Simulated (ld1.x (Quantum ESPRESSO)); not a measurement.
## Lu: one change to a TM semilocal potential, before and after

- Element: Lu
- Generator: ld1.x (Quantum ESPRESSO) 7.5
- Type: norm-conserving Troullier–Martins (semilocal form)
- Functional: PBE
- Relativity: scalar-relativistic
- Frozen core: [Xe] 4f14
- Valence charge: 3
- Reference configuration: 5d1 6s1 6p0 (charge +1)
- Partial waves: 6s (bound): rc 2.20 bohr; 6p (bound, empty): rc 2.70 bohr; 5d (bound): rc 2.35 bohr
- Local potential: the d channel
- Core correction: none

All-electron outer shells of the reference configuration (PBE, scalar-relativistic, ld1.x):

```csv
shell,level (eV),outermost node (bohr),outermost maximum (bohr)
4f,-16.33,–,0.47
6s,-10.21,1.41,2.93
5d,-7.87,0.68,1.80
6p,-6.02,1.71,3.81
```

Change: core correction a·sin(br)/r model core inside 1.26 bohr.

Cutoffs: the cutoffs (Ry, on a coarse ladder) from which the occupation-weighted sum of valence levels, in a spherical-Bessel basis at the reference potential, stays within 10 and 1 mRy of its value at 400 Ry; they do not see the model core or the augmentation charge, which bear on the density cutoff. Errors are all-electron minus pseudo energies relative to the spin-unpolarised reference configuration.

**Question.** What does the change do?

**Answer.** The potential gets neither clearly harder nor softer (18 Ry and 30 Ry → 18 Ry and 30 Ry); of the 7 tests that both files solve, the error grows in 0 and shrinks in 7 by more than 15 % and 0.3 meV (median size 154.5 → 26.7 meV); neither file shows a bound ghost. Exchange and correlation are not linear in the density, so unscreening with the valence charge alone errs where core and valence overlap; a model core restores that term. A semilocal file is local in each channel, so a ghost entry of none says nothing of the separable form that plane-wave codes build from it. A model core, the more so a compact one, raises the density cutoff, which this test does not measure.

| quantity | base | changed |
| --- | --- | --- |
| cutoff, loose | 18 Ry | 18 Ry |
| cutoff, tight | 30 Ry | 30 Ry |
| bound ghosts | none | none |
| error for 5d1 6s2 6p0, meV [ΔE -7.37 eV] | +32 | +1.6 |
| error for 5d1 6s0 6p0, meV [ΔE 13.28 eV] | +196 | -27 |
| error for 5d1 6s1.5 6p0, meV [ΔE -4.38 eV] | +12 | +0.9 |
| error for 5d2 6s0 6p0, meV [ΔE 2.53 eV] | +154 | -48 |
| error for 5d0 6s2 6p0, meV [ΔE -2.11 eV] | +347 | -49 |
| error for 5d0 6s2 6p1, meV [ΔE -6.42 eV] | +323 | -61 |
| error for 5d1.5 6s1.5 6p0, meV [ΔE -5.88 eV] | +18 | -6.1 |
| s: phases at 2.95 bohr within 0.05 rad from the reference energy up to (Ry; the scan ends near 5) | -0.1 | -0.1 |
| p: phases at 2.95 bohr within 0.05 rad from the reference energy up to (Ry; the scan ends near 5) | -0.2 | -0.2 |
| d: phases at 2.95 bohr within 0.05 rad from the reference energy up to (Ry; the scan ends near 5) | to the end of the scan | to the end of the scan |
